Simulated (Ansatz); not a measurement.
Reaction (redistribution): `CC(=O)OBCl` + `CB[TeH]` → `ClB[TeH]` + `CBOC(C)=O`

Gas-phase electronic energies from Ansatz, PBE0-D4/def2-TZVP geometries. CBS: MP2 limit from def2 TZ/QZ plus the TZ coupled-cluster correction, frozen cores. Elements past krypton have def2 core potentials. For Te outer-core shells are correlated without core-valence functions, which leaves a few kJ/mol of doubt a bond. One conformer a species, not always the lowest.

```
     species  CCSD(T)/CBS(def2) energy (Eh)
`CC(=O)OBCl`                     -713.52185
   `CB[TeH]`                     -333.59211
  `ClB[TeH]`                     -753.54186
 `CBOC(C)=O`                     -293.56968
```

Work out ΔE.

ΔE = (-753.54186) + (-293.56968) − (-713.52185) − (-333.59211) = 0.00242 Eh = +6.4 kJ/mol.

Largest T1 diagnostic among the species: 0.014.

Leaving LDA and LC-ωPBE aside and taking each functional with its dispersion term where it has one, the values, not all of them listed here, spread over 2.0 kJ/mol, from BLYP-D4 to B97M-V.
